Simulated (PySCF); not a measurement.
Molfile (atoms numbered from 1):
```
C3H7O4P
     RDKit          3D

 15 15  0  0  0  0  0  0  0  0999 V2000
    2.7400    0.1439    0.1519 C   0  0  0  0  0  0  0  0  0  0  0  0
    1.3814    0.1700    0.5674 O   0  0  0  0  0  0  0  0  0  0  0  0
    0.1987    0.3399   -0.4985 P   0  0  0  0  0  5  0  0  0  0  0  0
    0.6268    0.8024   -1.8261 O   0  0  0  0  0  0  0  0  0  0  0  0
   -0.8797    1.2013    0.3507 O   0  0  0  0  0  0  0  0  0  0  0  0
   -2.0774    0.4721    0.5660 C   0  0  0  0  0  0  0  0  0  0  0  0
   -1.6729   -0.9997    0.4951 C   0  0  0  0  0  0  0  0  0  0  0  0
   -0.6405   -1.0518   -0.4740 O   0  0  0  0  0  0  0  0  0  0  0  0
    2.8647    0.6812   -0.7993 H   0  0  0  0  0  0  0  0  0  0  0  0
    3.0774   -0.8966    0.0294 H   0  0  0  0  0  0  0  0  0  0  0  0
    3.3354    0.6277    0.9375 H   0  0  0  0  0  0  0  0  0  0  0  0
   -2.8088    0.7274   -0.2194 H   0  0  0  0  0  0  0  0  0  0  0  0
   -2.4924    0.7493    1.5448 H   0  0  0  0  0  0  0  0  0  0  0  0
   -1.2894   -1.3573    1.4663 H   0  0  0  0  0  0  0  0  0  0  0  0
   -2.4966   -1.6513    0.1724 H   0  0  0  0  0  0  0  0  0  0  0  0
  1  2  1  0
  2  3  1  0
  3  4  2  0
  3  5  1  0
  5  6  1  0
  6  7  1  0
  7  8  1  0
  8  3  1  0
  1  9  1  0
  1 10  1  0
  1 11  1  0
  6 12  1  0
  6 13  1  0
  7 14  1  0
  7 15  1  0
M  END
```

Geometry: PBE0-D3(BJ)/def2-SVP; GIAO absolute shieldings from PySCF, gas phase, non-relativistic, averaged over equivalent atoms.

At PBE0/pcSseg-1 (178 basis functions, 32 s wall time on 1 thread of an Arm Neoverse V1, shared host):
```
     atoms  σ (ppm)
     C6/C7    117.9
        C1    129.4
        O4    191.9
     O5/O8    241.1
        O2    252.3
        P3    295.8
   H12/H15    27.25
   H13/H14    27.32
H9/H10/H11    27.40
```

Question: Predict the values at wB97X-D/pcSseg-1 on the same geometry.

Answer: 
| atoms | σ at wB97X-D/pcSseg-1 | change |
| --- | --- | --- |
| C6/C7 | 118.1 | +0.2 |
| C1 | 129.1 | -0.3 |
| O4 | 194.4 | +2.5 |
| O5/O8 | 244.3 | +3.2 |
| O2 | 254.6 | +2.3 |
| P3 | 293.1 | -2.7 |
| H12/H15 | 27.39 | +0.14 |
| H13/H14 | 27.46 | +0.14 |
| H9/H10/H11 | 27.52 | +0.12 |

The largest change is at O5/O8 (oxygen bonded to C, P, in a 5-membered ring). Cost: 178 basis functions, 32 s wall time on 1 thread of an Arm Neoverse V1, shared host.
